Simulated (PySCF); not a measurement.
Diagnose this run.

A core-ionisation job on C2H9B2P, SMILES `BPB(C)C`. Computed with PySCF 2.14.0, delta-SCF UKS HF, pcX-2 on the ionised atom, pcseg-1 elsewhere, spin-free X2C.

Driver input (Å, PBE0-D3(BJ)/def2-SVP geometry):

```
{"job": {"kind": "xps", "xc": "HF"}, "charge": 0, "multiplicity": 1}
B      2.4642    -1.3226     0.2363
P      1.4083     0.1386     0.4559
B     -0.3789     0.3260    -0.0722
C     -1.1225    -0.9335    -0.6367
C     -1.0797     1.7262     0.0841
H      1.9572    -2.3204    -0.2110
H      3.6266    -1.2735     0.5491
H      2.0331     1.3093     0.9366
H     -1.5512    -0.6919    -1.6251
H     -0.5222    -1.8489    -0.7262
H     -1.9894    -1.1467     0.0149
H     -0.5461     2.4977    -0.4973
H     -1.0457     2.0686     1.1327
H     -2.1311     1.7204    -0.2404
```

Output:

```
ground state, core basis on atom 0 (B), 150 functions
  cycle   1  E = -471.75875502  |g| = 3.51e-01
  cycle   2  E = -471.81504531  |g| = 9.64e-02
  cycle   3  E = -471.82021224  |g| = 2.03e-02
  cycle   4  E = -471.82040847  |g| = 5.87e-03
  cycle   5  E = -471.82043065  |g| = 1.79e-03
  cycle   6  E = -471.82043380  |g| = 6.29e-04
  cycle   7  E = -471.82043422  |g| = 1.73e-04
  E(ground) = -471.82043422 Eh
hole in B 1s of atom 0
  cycle   1  E = -464.20642413  |g| = 1.14e+00
  cycle   2  E = -464.37105056  |g| = 7.28e-01
  cycle   3  E = -464.62077001  |g| = 1.75e-01
  cycle   4  E = -464.63987786  |g| = 3.30e-02
  cycle   5  E = -464.64197819  |g| = 2.48e-02
  ... (3 cycles left out)
  cycle   9  E = -464.63669811  |g| = 6.28e-03
  cycle  10  E = -464.63674241  |g| = 2.15e-03
  cycle  11  E = -464.63674587  |g| = 9.29e-04
  cycle  12  E = -464.63674677  |g| = 5.27e-04
  cycle  13  E = -464.63674705  |g| = 1.84e-04
  E(ion) = -464.63674705 Eh   <S^2> = 0.8187   hole on atom = 1.000   binding energy = 195.478 eV
ground state, core basis on atom 1 (P), 161 functions
  cycle   1  E = -471.92347218  |g| = 8.32e-02
  cycle   2  E = -471.92363304  |g| = 6.50e-03
  cycle   3  E = -471.92364002  |g| = 1.69e-03
  cycle   4  E = -471.92364091  |g| = 5.39e-04
  cycle   5  E = -471.92364111  |g| = 1.89e-04
  E(ground) = -471.92364111 Eh
hole in P 1s of atom 1
  cycle   1  E = -391.78511907  |g| = 4.68e+00
  cycle   2  E = -392.77737946  |g| = 1.09e+00
  cycle   3  E = -392.91056751  |g| = 1.12e-01
  cycle   4  E = -392.91446580  |g| = 2.05e-02
  cycle   5  E = -392.91468552  |g| = 4.83e-03
  cycle   6  E = -392.91471587  |g| = 2.17e-03
  cycle   7  E = -392.91472409  |g| = 1.11e-03
  cycle   8  E = -392.91472737  |g| = 4.18e-04
  E(ion) = -392.91472737 Eh   <S^2> = 0.7542   hole on atom = 1.000   binding energy = 2149.942 eV
hole in P 2p of atom 1
  cycle   1  E = -466.56169702  |g| = 1.35e+00
  cycle   2  E = -466.89366789  |g| = 4.94e-01
  cycle   3  E = -466.94603768  |g| = 3.11e-02
  cycle   4  E = -466.94675224  |g| = 1.18e-02
  cycle   5  E = -466.94689600  |g| = 5.19e-03
  cycle   6  E = -466.94694608  |g| = 2.23e-03
  cycle   7  E = -466.94695734  |g| = 9.47e-04
  cycle   8  E = -466.94695989  |g| = 3.42e-04
  E(ion) = -466.94695989 Eh   <S^2> = 0.7632   hole on atom = 1.002   binding energy = 135.422 eV
  2p3/2 = 135.125 eV   2p1/2 = 135.976 eV
ground state, core basis on atom 2 (B), 150 functions
  cycle   1  E = -471.82251234  |g| = 2.46e-02
  cycle   2  E = -471.82259884  |g| = 4.30e-03
  cycle   3  E = -471.82260471  |g| = 1.74e-03
  cycle   4  E = -471.82260582  |g| = 3.47e-04
  E(ground) = -471.82260582 Eh
hole in B 1s of atom 2
  cycle   1  E = -464.20451606  |g| = 1.16e+00
  cycle   2  E = -464.33151427  |g| = 7.75e-01
  cycle   3  E = -464.61034015  |g| = 1.88e-01
  cycle   4  E = -464.63069853  |g| = 2.83e-02
  cycle   5  E = -464.63205795  |g| = 1.78e-02
  ... (40 cycles left out)
  cycle  46  E = -464.62648537  |g| = 1.73e-02
  cycle  47  E = -464.62646728  |g| = 1.70e-02
  cycle  48  E = -464.62628024  |g| = 1.52e-02
  cycle  49  E = -464.62619114  |g| = 1.67e-02
  cycle  50  E = -464.62631553  |g| = 1.61e-02
hole again with damping 0.5
  cycle   1  E = -464.20451606  |g| = 1.16e+00
  cycle   2  E = -464.33151427  |g| = 7.75e-01
  cycle   3  E = -464.62704480  |g| = 7.67e-02
  cycle   4  E = -464.62975645  |g| = 4.24e-02
  cycle   5  E = -464.63080685  |g| = 2.92e-02
  ... (70 cycles left out)
  cycle  76  E = -464.62580606  |g| = 2.18e-02
  cycle  77  E = -464.62569174  |g| = 2.15e-02
  cycle  78  E = -464.62742148  |g| = 6.13e-03
  cycle  79  E = -464.62749980  |g| = 6.74e-03
  cycle  80  E = -464.62655692  |g| = 7.58e-03
hole again, all orbitals by overlap
  cycle   1  E = -464.20451606  |g| = 1.16e+00
  cycle   2  E = -464.33151427  |g| = 7.75e-01
  cycle   3  E = -464.62704480  |g| = 7.67e-02
  cycle   4  E = -464.62975645  |g| = 4.24e-02
  cycle   5  E = -464.63080685  |g| = 2.92e-02
  ... (70 cycles left out)
  cycle  76  E = -464.62580606  |g| = 2.18e-02
  cycle  77  E = -464.62569174  |g| = 2.15e-02
  cycle  78  E = -464.62742148  |g| = 6.13e-03
  cycle  79  E = -464.62749980  |g| = 6.74e-03
  cycle  80  E = -464.62655692  |g| = 7.58e-03
  E(ion) = -464.62655692 Eh   <S^2> = 1.1407   hole on atom = 1.000   binding energy = 195.814 eV
ground state, core basis on atom 3 (C), 150 functions
  cycle   1  E = -471.82635583  |g| = 2.24e-02
  cycle   2  E = -471.82639112  |g| = 2.61e-03
  cycle   3  E = -471.82639314  |g| = 1.04e-03
  cycle   4  E = -471.82639349  |g| = 2.24e-04
  E(ground) = -471.82639349 Eh
hole in C 1s of atom 3
  cycle   1  E = -460.61649029  |g| = 1.49e+00
  cycle   2  E = -460.98800777  |g| = 7.32e-01
  cycle   3  E = -461.16501606  |g| = 9.67e-02
  cycle   4  E = -461.16897178  |g| = 1.97e-02
  cycle   5  E = -461.16950228  |g| = 1.24e-02
  cycle   6  E = -461.16983374  |g| = 5.41e-03
  cycle   7  E = -461.16990391  |g| = 1.55e-03
  cycle   8  E = -461.16990885  |g| = 4.94e-04
  E(ion) = -461.16990885 Eh   <S^2> = 0.7824   hole on atom = 1.000   binding energy = 289.978 eV
```

The program numbers atoms from 0. The 2p3/2 and 2p1/2 values come from a spin–orbit splitting computed afterwards; their 2:1 mean is the average over the three 2p orbitals and can differ from the one hole solved.

Task: Which binding energies of this run can't be used, and why?

Result: 1 of 5 holes failed. The driver asks that ground and ion SCF both reach |g| < 5e-4 and that the core orbital is emptied to over 0.9. Failed: B1s on atom 2 (core orbital emptied to 1.000, ⟨S²⟩ = 1.141, so the hole stayed but an SCF missed its threshold). Passed: B1s on atom 0, P1s on atom 1, P2p on atom 1, C1s on atom 3.

Task: What would you do next?

Result: Discard what failed. Damping and filling all orbitals by overlap were tried in this run and didn't help; a first stage with the core hole frozen, a second-order or squared-gradient solver, or a restricted open-shell scheme is left to try.
